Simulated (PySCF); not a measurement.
What binds AlCu: the parts of the energy along the bond

State: ¹Σ⁺, singlet, closed shell. RHF-based CCSD(T) in PySCF 2.14 with Al cc-pV(T+d)Z, Cu cc-pVTZ-PP with ECP10 and Al cc-pV(Q+d)Z, Cu cc-pVQZ-PP with ECP10 (frozen core orbitals: 9; scalar-relativistic core potentials). Correlation energies are extrapolated as n⁻³ (n = 3, 4), Hartree–Fock as (n+1)·exp(−9√n). All energies in eV from Al + Cu (3d10 4s1).

```csv
R (Å),HF/CBS,CCSD corr.,(T),total
2.0856,0.133,-1.797,-0.4061,-2.070
2.1804,-0.156,-1.694,-0.3863,-2.236
2.2752,-0.348,-1.594,-0.3640,-2.305
2.3700,-0.467,-1.498,-0.3411,-2.307
2.4648,-0.532,-1.410,-0.3189,-2.261
2.5833,-0.556,-1.312,-0.2933,-2.161
2.7018,-0.534,-1.226,-0.2706,-2.030
```

A fit to the total gives Re = 2.3235 Å, De = 2.313 eV, ωe = 298.8 cm⁻¹, Be = 0.1654 cm⁻¹ (masses 26.9815 and 62.9296 u).

Q: At R = 2.3700 Å the CCSD correlation energy is -0.547675 hartree in the smaller basis and -0.587004 in the larger. Extrapolate it.

A: (4³·E4 − 3³·E3)/(4³ − 3³) = -0.61570 hartree; the larger basis holds 95.3 % of it.

The T1 diagnostic is 0.038, large enough to doubt a single reference. The open-shell atoms are computed with UHF. Spin–orbit coupling, excitations beyond (T) and corrections to the Born–Oppenheimer picture are left out.
